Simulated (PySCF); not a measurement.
How the method moves the HOMO and LUMO of `FC1C=COC=C1`

Species: C5H5FO.
SMILES with atom numbers: `[F:1][CH:2]1[CH:3]=[CH:4][O:5][CH:6]=[CH:7]1` (hydrogens: H8 on C2; H9 on C3; H10 on C4; H11 on C6; H12 on C7)

Structure used (PBE0-D3(BJ)/def2-SVP), in Å, numbered top down from 1:
```xyz
12
C5H5FO angstrom
F     -0.6917   -0.3085    2.0971
C     -0.7542   -0.5184    0.7142
C      0.5250   -1.1196    0.2461
C      1.3815   -0.4505   -0.5347
O      1.1447    0.7788   -1.0423
C     -0.0459    1.3459   -0.7512
C     -0.9816    0.7790    0.0202
H     -1.6053   -1.2082    0.5734
H      0.8013   -2.1161    0.5956
H      2.3479   -0.8378   -0.8614
H     -0.1583    2.3132   -1.2434
H     -1.9218    1.3102    0.1794
```

Basis pcSseg-1 throughout (PySCF), one geometry. Geometry: PBE0-D3(BJ)/def2-SVP; no solvent, vibrations or thermal averaging.

Q: How do the orbital energies, the gap and the dipole change with the method?

A: 
```tsv
method	kind	HOMO (eV)	LUMO (eV)	gap (eV)	μ (D)	SCF cycles
OPBE	GGA	-5.87	-1.12	4.76	1.76	15
PBE	GGA	-5.92	-1.23	4.69	1.78	15
KT3	GGA	-5.95	-1.14	4.80	1.79	16
B3LYP	global hybrid	-6.85	-0.43	6.42	1.87	14
PBE0	global hybrid	-7.07	-0.22	6.86	1.88	14
mPW1PW91	global hybrid	-7.11	-0.23	6.87	1.89	14
wB97X-D	range-separated hybrid	-8.92	1.61	10.53	1.91	13
HF	Hartree–Fock	-9.63	3.89	13.52	2.10	11
```

The HOMO spans 3.76 eV, from OPBE down to HF, and the gap runs from 4.69 eV (PBE) to 13.52 eV (HF). Over the methods OPBE (0 %), PBE (0 %), KT3 (0 %), B3LYP (20 %), PBE0 (25 %), mPW1PW91 (25 %), HF (100 %), a straight line through the gap against the share of exact exchange rises by 0.88 eV for each 10 % (correlation coefficient 1.000). The dipole ranges from 1.76 D (OPBE) to 2.10 D (HF). This basis has no diffuse functions.
